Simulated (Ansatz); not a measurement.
Ansatz (an electronic-structure program) job for CHF, SMILES [CH]F (connectivity only; charge and spin as stated), neutral, multiplicity 1, PBE/def2-TZVPD. Coordinates come from a B3LYP-D3(BJ)/def2-TZVPD optimisation. The isomer is the one that the SMILES or the coordinates give; other isomers of the formula were not compared.

Ansatz 0.2 input:
```yaml
crystal:
  periodic: [false, false, false]
  atoms:
    - {symbol: C, position_ang: [-0.18827936, -0.70068260, 0.00000000]}
    - {symbol: F, position_ang: [0.03068065, 0.59141964, 0.00000000]}
    - {symbol: H, position_ang: [0.85355028, -1.11868123, 0.00000000]}
basis:
  gaussian:
    orbitals: def2-TZVPD
hamiltonian:
  xc: {name: PBE}
```

Output:

```
WARN ansatz: RAYON_NUM_THREADS=1 ignored (pool sized by the plan → 1); use --threads N
Functional definition: PBE
integrals: 0.01 GiB planned
422 factors; their error is unknown
mean field: 0.15 GiB planned
mean field evaluation 1: about -3762.7105 eV, gradient 2.2e1 eV
mean field evaluation 2: about -3762.4257 eV, gradient 2.3e1 eV
mean field evaluation 4: about -3763.8563 eV, gradient 2.9e0 eV
mean field evaluation 8: about -3763.8555 eV, gradient 8.0e-2 eV
mean field -3763.85554073 eV, -138.3191398890 hartree, gradient 1.7e-5 eV, S^2 0.000000; 0 other end points of the search recorded, 0 dependent functions left out
reference -3763.85557899 eV, -138.3191412950 hartree; 8, 8 occupied and 78, 78 virtual orbitals, 422 factors
Total energy: -3763.85557899 eV, -138.3191412950 hartree
```

The calculation finished and met its thresholds.
